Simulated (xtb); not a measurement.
SbF5, SMILES [F][Sb]([F])([F])([F])[F]. All values are semi-empirical tight-binding results from xtb (GFN2-xTB unless named), good for trends rather than for accurate numbers. The structure is a stationary point at GFN2-xTB. The isomer is the one that the SMILES or the coordinates give; other isomers of the formula were not compared.

For metal compounds this method's bond lengths and energies can be far off.

```
Quantity                                       Result
-------------------------------------  --------------
point group as xtb finds it                       C2v
orbital gap                                   6.31 eV
zero-point energy                        4.2 kcal/mol
G − E(el) at 298.15 K (modified RRHO)  -17.6 kcal/mol
```
